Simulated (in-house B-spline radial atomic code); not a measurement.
Response and correlation of Fe¹⁴⁺

Closed shell [Ne] 3s2. Computed with a B-spline radial code for spherical atoms: Dirac-Hartree-Fock, relativistic RPA (time-dependent Dirac-Hartree-Fock) for the response and second-order many-body perturbation theory for correlation, no-pair Dirac-Coulomb Hamiltonian, finite nucleus.

Command:
```bash
python run_mb.py task.json out
```
Settings (nuclear radius in fm, box in bohr, cutoff in hartree):
```
basis_form          2
Z                   26
core_configuration  [Ne] 3s2
rms_radius          3.7377
mass_number         56
speed_of_light      137.036
box_radius          5.156
lmax                7
intervals           60
virtual_cutoff      16900.0
```

Run time, properties included: 0.7 s on 1 thread of AMD EPYC 9R45, on a shared host.

| multipole (bohr³, bohr⁵, bohr⁷) | uncoupled | coupled RPA |
| --- | --- | --- |
| dipole | 0.27754 | ? |
| quadrupole | 0.057321 | 0.069173 |
| octupole | 0.023621 | 0.025579 |

What is the coupled dipole polarisability?

0.33144 atomic units, +19 % against the uncoupled value.

Which subshells carry the dipole polarisability?

3s1/2 100.1 %, 2p3/2 -0.1 %, 2p1/2 -0.0 %.

What does the dipole shielding factor come to?

The dipole shielding factor is 0.462, against the exact N/Z = 12/26 = 0.462 of the non-relativistic theorem.

Dipole polarisability at imaginary frequency:

```json
{"u (Eh)": "0", "α(iu) (bohr³)": "0.3314"}
{"u (Eh)": "1.16", "α(iu) (bohr³)": "0.2201"}
{"u (Eh)": "2.9", "α(iu) (bohr³)": "0.08593"}
{"u (Eh)": "5.81", "α(iu) (bohr³)": "0.03342"}
{"u (Eh)": "8.71", "α(iu) (bohr³)": "0.02003"}
{"u (Eh)": "11.6", "α(iu) (bohr³)": "0.01435"}
{"u (Eh)": "17.4", "α(iu) (bohr³)": "0.009205"}
{"u (Eh)": "23.2", "α(iu) (bohr³)": "0.006734"}
{"u (Eh)": "29", "α(iu) (bohr³)": "0.005226"}
{"u (Eh)": "40.7", "α(iu) (bohr³)": "0.003429"}
{"u (Eh)": "58.1", "α(iu) (bohr³)": "0.002077"}
{"u (Eh)": "87.1", "α(iu) (bohr³)": "0.001095"}
{"u (Eh)": "116", "α(iu) (bohr³)": "0.0006712"}
{"u (Eh)": "174", "α(iu) (bohr³)": "0.0003245"}
{"u (Eh)": "290", "α(iu) (bohr³)": "0.0001256"}
{"u (Eh)": "581", "α(iu) (bohr³)": "3.334e-05"}
```

What dispersion coefficients follow for two such ions (the dispersion part alone)?

C6 = (3/π)∫α(iu)²du = 0.1408 hartree·bohr⁶ and C8 = 0.2117 hartree·bohr⁸.

Lowest J = 1 odd-parity excitations:

| energy (eV) | oscillator strength | leading channel | weight |
| --- | --- | --- | --- |
| 26.343 | 0.00223 | 3s1/2 → p1/2 | 0.734 |
| 43.175 | 0.794 | 3s1/2 → p3/2 | 0.733 |
| 231.64 | 0.0273 | 3s1/2 → p1/2 | 0.868 |
| 233.57 | 0.387 | 3s1/2 → p3/2 | 0.868 |
| 316.05 | 0.0121 | 3s1/2 → p1/2 | 0.901 |
| 316.84 | 0.121 | 3s1/2 → p3/2 | 0.901 |
| 361.38 | 0.00736 | 3s1/2 → p1/2 | 0.914 |
| 361.86 | 0.0638 | 3s1/2 → p3/2 | 0.914 |

Second-order correlation energy by the highest angular momentum of the excited pair (hartree): s -0.01879, p -0.1936, d -0.2166, f -0.05544, g -0.02087, h -0.007954, i -0.003674, k -0.001913.

What is the second-order correlation energy at the partial-wave limit?

The listed waves sum to -0.51885 hartree; extrapolating the increments as (l + 1/2)⁻⁴ gives -0.52276 hartree, -1.19 eV per electron.
